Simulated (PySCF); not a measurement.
Computed Raman spectrum (relative Raman activity) of a molecule CH3BF2O. Geometry: B3LYP-D3(BJ)/def2-SVP. One conformer was computed; it need not be the lowest. These are B3LYP-D3(BJ)/def2-SVP in PySCF values and carry that method's errors. No scaling factor is applied to the harmonic values.

```json
[
 {"ν (cm⁻¹)": "820", "relative intensity": "4.2"},
 {"ν (cm⁻¹)": "1200", "relative intensity": "2.2"},
 {"ν (cm⁻¹)": "1423", "relative intensity": "2.2"},
 {"ν (cm⁻¹)": "1454", "relative intensity": "2.5"},
 {"ν (cm⁻¹)": "1476", "relative intensity": "12"},
 {"ν (cm⁻¹)": "1480", "relative intensity": "14"},
 {"ν (cm⁻¹)": "3033", "relative intensity": "100"},
 {"ν (cm⁻¹)": "3123", "relative intensity": "62"},
 {"ν (cm⁻¹)": "3130", "relative intensity": "41"}
]
```

Problem. Which structure fits?
(A) OCB(F)F
(B) COB(F)F
(C) OB(F)CF

Solution. B, COB(F)F
